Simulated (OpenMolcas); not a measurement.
## Ionisation energies of caesium

```json
{
  "Program": "OpenMolcas",
  "Basis": "ANO-RCC-VQZP [9s8p5d3f2g]",
  "Scalar Hamiltonian": "DKH2, point nucleus",
  "Spin-orbit coupling": "RASSI with atomic mean-field integrals over the reference wave functions, term energies averaged over their components"
}
```

Active shells in each charge state: the valence s, p shells, with orbitals averaged over the low states. Where CASPT2's correlated closed shells are named, they are those of the first ion.

A. CASSCF
B. SS-CASPT2, IPEA 0.25 Eh, imaginary shift 0.1 Eh (closed shells correlated: 5s 5p)
C. SS-CASPT2, IPEA 0.25 Eh, imaginary shift 0.1 Eh (closed shells correlated: none)
D. SS-CASPT2, IPEA 0 Eh, imaginary shift 0.1 Eh (closed shells correlated: 5s 5p)
E. SS-CASPT2, IPEA 0.25 Eh, imaginary shift 0.1 Eh (closed shells correlated: 4d 5s 5p)

Energies in eV between the lowest computed levels, named as in B; reference values from the NIST Atomic Spectra Database with their kind.

| From | To | A | B | C | D | E | Spin-orbit share in B | Reference |
| --- | --- | --- | --- | --- | --- | --- | --- | --- |
| Cs 6s ²S_1/2 | Cs+ 5p⁶ ¹S₀ | 3.473 | 3.801 | 3.473 | 3.834 | 3.829 | +0.000 | 3.894 (measured) |

Error against the reference values, in %:

| From | Reference | A | B | C | D | E |
| --- | --- | --- | --- | --- | --- | --- |
| Cs | measured | -10.8 | -2.4 | -10.8 | -1.5 | -1.7 |

Absolute error against the one measured value: A 0.42 eV, B 0.09 eV, C 0.42 eV, D 0.06 eV, E 0.07 eV.
